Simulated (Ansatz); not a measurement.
`[SiH3][BH][GeH2][Cl]` + `C=N` → `C=NB[SiH3]` + `[Cl][GeH3]` at 298.15 K and 1 bar (cleavage of the B–Ge bond).

Computed with Ansatz on PBE0-D4/def2-TZVP structures; ΔE is electronic, products minus reactants. CCSD(T)/CBS is the MP2 limit (def2-TZVPP, def2-QZVPP) plus CCSD(T) − MP2 in def2-TZVPP, frozen cores. This one scheme is used for every species. For Ge outer-core shells are correlated without core-valence functions, which leaves a few kJ/mol of doubt a bond. Scalar relativity is left out up to krypton. Each species was taken in one conformer, which may not be the lowest.

```tsv
species	CCSD(T)/CBS energy (Eh)	H − E (kJ/mol)	S (J/(mol·K))
`[SiH3][BH][GeH2][Cl]`	-2853.36466	163.6	385.3
`C=N`	-94.52360	115.3	227.0
`C=NB[SiH3]`	-410.21746	197.7	322.5
`[Cl][GeH3]`	-2537.71925	76.4	263.9
```

H − E and S are ideal-gas, rigid-rotor, harmonic terms from PBE0-D4/def2-TZVP, for one conformer and one mirror image of each species. 1 Eh = 2625.50 kJ/mol, R = 8.31446 J/(mol·K).

By hand: ΔE, ΔH, ΔS and ΔG.

ΔE = (-410.21746) + (-2537.71925) − (-2853.36466) − (-94.52360) = -0.04845 Eh = -127.2 kJ/mol. Δ(H − E) = 197.7 + 76.4 − 163.6 − 115.3 = -4.8, so ΔH = -132.0 kJ/mol. ΔS = 322.5 + 263.9 − 385.3 − 227.0 = -25.9 J/(mol·K). ΔG = -132.0 − 298.15 × (-25.9)/1000 = -124.3 kJ/mol.

By hand: the equilibrium constant, and the temperature at which ΔG would vanish if ΔH and ΔS stayed fixed.

log₁₀ K = −ΔG/(RT ln 10) = 21.8. ΔG = 0 at ΔH/ΔS = 5097 K, far beyond where these terms or the molecules hold.

ΔH outweighs TΔS. A doubt of 5 kJ/mol in ΔE shifts log₁₀ K by 0.9 here. Other conformers and mirror images would add mixing entropy, several J/(mol·K) or more a flexible species. Modes under 60 cm⁻¹, often nearly free rotors, make the harmonic entropy too high. These are equilibria of isolated gas molecules and say nothing of rates. Largest T1 diagnostic: 0.017 (customary marks: 0.02 for closed shells, 0.045 for open ones).
